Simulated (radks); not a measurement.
Valence configurations of Cl III (all share [Ne]). Calculated with a radial shooting solver on a logarithmic mesh with Libxc functionals: Dirac Kohn-Sham, BLYP, spin-unpolarised, spherical densities, finite nucleus; open shells fill j = l - 1/2 first; Fermi nuclear charge, rms radius 3.3654 fm. Energies are relative to 3s2 3p3; eigenvalues in eV.

valence      E (eV)  e(3p1/2)  e(3p3/2)  e(3s1/2)
3s2 3p3       0.000   -31.626   -31.460   -44.715
3s1 3p4      13.288   -32.168   -32.000   -45.321
3p5          26.641   -32.690   -32.519         -
3s1.5 3p3.5   6.636   -31.899   -31.733   -45.022
3s0.5 3p4.5  19.957   -32.431   -32.262   -45.615

NIST lists [Ne] 3s2 3p3 as the ground configuration; this level of theory agrees among the configurations tried. The energies are those of spherical spin-averaged densities, not of single terms.
